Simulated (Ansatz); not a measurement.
The cluster W2O6⁺, relaxed as a doublet with UKS PBE-D4/def2-SVP in Ansatz, starting from the GFN1-xTB geometry. Force threshold 0.02 eV/Å.

In the def2 sets W takes a core potential; there is no spin–orbit coupling. The structure holds 1 bond(s) between oxygen atoms. The relaxation made no stability test and no search for a lower SCF solution. No other spin state of charge 1 was run. Another isomer (doublet) lies 1.72 eV lower at PBE0-D4/def2-TZVP; other spin states weren't run for this one.

Start:

```
atom   x (Å)   y (Å)   z (Å)
  W1   0.642   1.090   1.331
  W2  -0.197  -0.673  -0.650
  O3  -0.837   0.214   0.933
  O4   1.241   0.427  -0.215
  O5  -0.564  -0.637  -2.395
  O6  -1.622  -0.110  -1.601
  O7   1.219   1.905   2.674
  O8   0.119  -2.215  -0.077
```

```tsv
step	energy (eV)	largest force component (eV/Å)	SCF passes
1	-15908.7549	5.111	48
2	-15910.3025	1.913	38
3	-15910.4824	2.503	40
4	-15910.6847	0.435	39
5	-15910.7575	0.312	37
6	-15910.7900	0.698	37
7	-15910.7960	0.517	37
8	-15910.8003	0.194	37
9 (rejected)	-15910.7961	0.314	33
10	-15910.8066	0.136	36
11	-15910.8099	0.034	32
12	-15910.8100	0.014	28
```

Force components are those of the run's own axes.

End:

```xyz
8

W     0.579    1.521    1.244
W    -0.058   -0.559   -0.655
O    -0.940    0.587    0.784
O     1.413    0.762   -0.238
O    -0.672   -0.973   -2.392
O    -1.708   -0.307   -1.617
O     1.235    1.000    2.716
O     0.150   -2.033    0.157
```

By distances, no bond broke or formed. The bond that changes most is W2–O4, from 1.86 to 2.02 Å (atoms count from 1).

No frequencies were taken in this run, so the end may be a saddle point.

Run time 43 s (4 threads of Arm Neoverse V1 on a shared host).
